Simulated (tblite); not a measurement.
Compound: C7H9O2 (doublet state).
Structure used (GFN2-xTB), in Å, numbered top down from 1:
```xyz
18
C7H9O2 angstrom
O      3.090   -0.263    0.730
C      2.348    0.150   -0.134
C      2.251    0.175   -1.552
O      1.088    0.851   -1.612
C      1.000    0.917   -0.156
C     -0.208    0.215    0.423
C     -1.586    0.718   -0.048
C     -1.998   -0.731   -0.351
C     -0.546   -1.182   -0.130
H      2.795   -0.135   -2.425
H      1.055    1.958    0.169
H     -0.099    0.220    1.508
H     -2.178    1.239    0.701
H     -1.514    1.335   -0.941
H     -2.687   -1.141    0.383
H     -2.397   -0.906   -1.347
H     -0.025   -1.407   -1.058
H     -0.399   -2.006    0.563
```

Level: GFN2-xTB in tblite, geometry and Hessian alike; calculated harmonic values, unscaled, isolated species. Against measured fundamentals such values can be off by several per cent, at times by over 20. One conformer, not necessarily the lowest. Open shells enter through the occupations alone, without spin polarisation, and single modes of such species can be off by tens of per cent.

Harmonic wavenumbers (cm⁻¹): 43.7, 61.9, 119.5, 156.5, 276.7, 297.2, 426.6, 547.0, 573.1, 610.9, 710.3, 757.6, 796.7, 816.4, 884.7, 907.2, 971.9, 994.4, 1028.9, 1037.3, 1044.2, 1070.3, 1109.8, 1128.8, 1148.6, 1168.7, 1187.6, 1197.4, 1221.9, 1250.9, 1251.0, 1256.8, 1271.8, 1315.1, 1335.6, 1466.5, 1470.6, 1490.4, 1771.8, 2959.6, 2975.7, 3006.7, 3014.7, 3023.4, 3025.7, 3028.9, 3031.5, 3123.5.

A = 3411, B = 1169, C = 1069 MHz; mass 125.060 u (most abundant isotopes); point group C1, symmetry number 1; spin multiplicity 2.

Zero-point energy?

½Σν̃ = 31683 cm⁻¹ = 90.59 kcal/mol.

Give the ideal-gas entropy at 200 K and 1 bar in the rigid-rotor, harmonic-oscillator model (classical rotation).

Translation 38.43, rotation 27.52, vibration 15.10, spin (R ln 2) 1.38: S = 82.4 cal/(mol K).

And Cp and H(200 K) − H(0)?

Cp = 22.99 cal/(mol K), of which vibrations give 15.04 (their classical limit is 48 R = 95.4); H(200 K) − H(0) = 3.15 kcal/mol without the zero-point energy, 1.56 from vibrations.

Blend soft modes into free rotors: weight 1/[1 + (100 cm⁻¹/ν̃)⁴] for the oscillator and the rest for a rotor with moment μB/(μ + B), μ = h/(8π²ν), B = 10⁻⁴⁴ kg m². What vibrational entropy results?

13.55 cal/(mol K) in place of 15.10, which changes −T·S at 200 K by +0.31 kcal/mol.

How do the functions run with temperature in this model?

| T (K) | S (cal/(mol K)) | Cp (cal/(mol K)) | H − H(0) (kcal/mol) | G − H(0) (kcal/mol) | ln q(vib) |
| --- | --- | --- | --- | --- | --- |
| 100 | 69.3 | 16.0 | 1.22 | -5.71 | 1.63 |
| 300 | 93.5 | 32.8 | 5.92 | -22.14 | 5.63 |
| 500 | 115.0 | 52.2 | 14.50 | -43.00 | 9.74 |
| 800 | 143.9 | 70.4 | 33.16 | -81.96 | 16.13 |
| 1000 | 160.5 | 77.9 | 48.03 | -112.43 | 20.26 |

q(vib) and H(0) count from the zero-point level.

What must be added to the electronic energy to get the Gibbs energy at 200 K and 1 bar?

ZPE + [H(200 K) − H(0)] − T·S = 90.59 + 3.15 − 16.49 = 77.25 kcal/mol.

Hindered rotation and anharmonicity are outside this model. Other conformers, if any are populated, would add a mixing term that is left out. The structure is chiral; the term R ln 2 for an equal mix with its mirror image is left out.
